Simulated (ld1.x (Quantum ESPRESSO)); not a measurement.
# Ranking TM semilocal potentials for manganese

All share these settings but for the change named:

ld1.x (Quantum ESPRESSO) 7.5 input, shortened:

```
&input
   title='Mn', zed=25., rel=1, dft='PZ', iswitch=3,
   config='[Ar] 3d5 4s1 4p0'
 /
 &inputp
   pseudotype=1, tm=.true., lloc=2,
   nlcc=.false.
 /
3
3S  1  0   2.00   0.00  0.90  0.90  0.0
3P  2  1   6.00   0.00  1.20  1.20  0.0
3D  3  2   5.00   0.00  1.90  1.90  0.0
 &test
   configts(1)='3s2 3p6 3d5 4s1 4p0'
 /
```

Occupied shells without a wave of their own: 4s. They enter only through the test configuration that unscreens the potential.

Cutoff: the first of the cutoffs (Ry, on a coarse ladder) from which the occupation-weighted sum of valence levels, in a spherical-Bessel basis at the reference potential, stays within 10 and 1 mRy of its value at 400 Ry; the density cutoff is not measured.

The base gives 160 Ry.

Of 8 variants that were run, those that failed, showed a ghost or another fault, or gave nearly equal values are left out.

A variant can come out equal or close to the base.

Q: Rank these variants from softest to hardest (loose cutoff).
A. all radii scaled by about 1.14 (s 1.02, p 1.36, d 2.16 bohr)
B. all radii scaled by about 0.75 (s 0.68, p 0.90, d 1.42 bohr)
C. all radii scaled by about 0.85 (s 0.78, p 1.02, d 1.62 bohr)

A: A (140 Ry), C (180 Ry), B (230 Ry).
